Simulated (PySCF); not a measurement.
`[BH3-][S+](C)C`. Method used: PySCF 2.14.0, PBE0-D3(BJ)/def2-SVP geometry optimisation, gas phase.

```
atom  x, y, z in Å
B1    -0.3516    1.6805    0.3738
S2    -0.1187   -0.1766    0.8878
C3     1.5045   -0.5970    0.2367
C4    -1.1725   -1.0777   -0.2577
H5    -0.1300    1.7147   -0.8288
H6     0.4717    2.2538    1.0701
H7    -1.5068    1.9085    0.6962
H8     1.5671   -0.2970   -0.8189
H9     1.6946   -1.6720    0.3591
H10    2.2339   -0.0213    0.8212
H11   -0.9756   -0.7393   -1.2849
H12   -1.0059   -2.1586   -0.1543
H13   -2.2083   -0.8343    0.0130
```

Q: What is the longest distance between nuclei?

A: H7···H9 and H6···H12, 4.815 Å down to 4.812 Å.

Q: Work out the bond lengths B1–S2, B1–H6, S2–C3, S2–C4, C3–H8, C4–H11 in pm.

A: For B1–S2 the difference vector is (0.2329, -1.8571, 0.5140) Å, of length 1.9409 Å. B1–S2 194.1; B1–H6 122.1; S2–C3 179.9; S2–C4 179.9; C3–H8 109.9; C4–H11 109.9 pm.

Q: How far apart are these pairs, which share no bond: S2···H7, C3···H12, H5···H10, H6···H7, H6···H8, H6···H10, H6···H13?

A: S2···H7 2.512 Å (2 bonds apart); C3···H12 2.982 Å (3 bonds apart); H5···H10 3.365 Å (4 bonds apart); H6···H7 2.043 Å (2 bonds apart); H6···H8 3.358 Å (4 bonds apart); H6···H10 2.888 Å (4 bonds apart); H6···H13 4.223 Å (4 bonds apart).

Q: How far are the heavy atoms from their best plane (unweighted least squares)?

A: 0.345 Å rms; B1 0.19, S2 0.60, C3 0.20, C4 0.20 Å (magnitudes).

Q: What is the repulsion energy of the bare nuclei, Σ ZA·ZB/RAB?

A: 174.21 Eh over 78 pairs, with full nuclear charges and distances in bohr; the largest single term is 28.25 Eh (S2 with C4, or a pair equal to it).

Q: What are the angles H6–B1–H7, S2–B1–H7, S2–C3–H9, H12–C4–H13, H11–C4–H12?

A: From the scalar product of the two bond vectors; for H6–B1–H7 it is -0.5959 Å² over 1.2212 × 1.2208 Å², cos θ = -0.3997. H6–B1–H7 113.6°; S2–B1–H7 102.8°; S2–C3–H9 110.2°; H12–C4–H13 109.8°; H11–C4–H12 111.3°.

Q: Give the dihedral angles B1–S2–C3–H8, C4–S2–C3–H10, H6–B1–S2–C3, H5–B1–S2–C4, H7–B1–S2–C3.

A: B1–S2–C3–H8 -50° (synclinal); C4–S2–C3–H10 175° (antiperiplanar); H6–B1–S2–C3 -69° (synclinal); H5–B1–S2–C4 -52° (synclinal); H7–B1–S2–C3 173° (antiperiplanar). Dihedral signs follow IUPAC: positive where, seen along the central bond, the front bond turns clockwise onto the rear one.

Q: Write the matrix of distances between heavy atoms (Å, lower triangle).

A: 
```
B1    0.000
S2    1.941  0.000
C3    2.941  1.799  0.000
C4    2.946  1.799  2.764  0.000
```

The point group is Cs within 0.08 Å; differences among equivalent distances and angles are scatter left by the optimiser. Not checked by PBE0-D3(BJ)/def2-SVP frequencies.

The run took 26 s on Arm Neoverse V1, one thread, shared host, and the process peaked at 0.44 GiB of memory. This is the geometry optimisation.
